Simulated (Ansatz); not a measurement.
BHN (SMILES B=[N]), charge 0, multiplicity 2, relaxed at each level with Ansatz (an electronic-structure program); harmonic frequencies from differences of analytic forces, average atomic masses, frozen cores. Open shells are unrestricted.

Task: Give the equilibrium geometry, the harmonic frequencies and the zero-point energy at B3LYP/def2-TZVPP.

Result: 
(charge 0, multiplicity 2):
| atom | x (Å) | y (Å) | z (Å) |
|---|---|---|---|
| B | 0.0000 | 0.0000 | -0.6133 |
| N | 0.0000 | 0.0000 | 0.6922 |
| H | 0.0000 | 0.0000 | -1.7815 |
Frequencies (cm⁻¹): 653, 719, 1608, 2866. Zero-point energy 8.36 kcal/mol.

Task: Give the equilibrium geometry, the harmonic frequencies and the zero-point energy at CCSD(T)/cc-pVTZ.

Result: 
(charge 0, multiplicity 2):
```xyz
3

B      0.0000     0.0000    -0.6168
N      0.0000     0.0000     0.7023
H      0.0000     0.0000    -1.7881
```
Frequencies (cm⁻¹): 631, 679, 1582, 2857. Zero-point energy 8.22 kcal/mol.
